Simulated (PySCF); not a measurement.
Geometries of 2 isomers of C7H5ClO2, from PBE0-D3(BJ)/def2-SVP geometry optimisation, gas phase in PySCF 2.14.0. One conformer each, no zero-point energy, no frequencies.

Question: Which isomer lies lower at this level?
A.
```xyz
15
angstrom
O      3.428    2.012   -0.134
C      2.496    1.225   -0.110
C      1.124    1.748   -0.190
C     -0.100    1.166   -0.192
C     -0.460   -0.220   -0.111
O     -1.791   -0.408   -0.145
C      0.409   -1.276   -0.010
C      1.826   -1.259    0.038
C      2.726   -0.230   -0.002
Cl     4.400   -0.644    0.083
H      1.146    2.839   -0.263
H     -0.967    1.829   -0.265
H     -1.990   -1.350   -0.088
H     -0.041   -2.274    0.043
H      2.285   -2.248    0.121
```
B.
```xyz
15
angstrom
O      2.871    0.513   -0.675
C      2.122   -0.153   -0.004
O      2.556   -1.092    0.847
C      0.643   -0.029   -0.028
C     -0.187   -0.835    0.759
C     -1.568   -0.681    0.707
C     -2.114    0.287   -0.136
Cl    -3.830    0.485   -0.204
C     -1.298    1.099   -0.927
C      0.079    0.935   -0.869
H      3.523   -1.090    0.785
H      0.257   -1.588    1.412
H     -2.227   -1.303    1.315
H     -1.750    1.849   -1.578
H      0.746    1.553   -1.473
```

Answer: B. That is 4-chlorobenzoic acid, `O=C(O)c1ccc(Cl)cc1`, 45.2 kcal/mol below the other.

| SMILES | atoms numbered as above | E (Eh) | relative (kcal/mol) | relative (kJ/mol) | dipole (D) |
| --- | --- | --- | --- | --- | --- |
| O=C(O)c1ccc(Cl)cc1 | [O:1]=[C:2]([OH:3])[c:4]1[cH:5][cH:6][c:7]([Cl:8])[cH:9][cH:10]1 | -879.37157 | 0.0 | 0.0 | 1.44 |
| O=c1ccc(O)ccc1Cl | [O:1]=[c:2]1[cH:3][cH:4][c:5]([OH:6])[cH:7][cH:8][c:9]1[Cl:10] | -879.29949 | 45.2 | 189.2 | 5.97 |
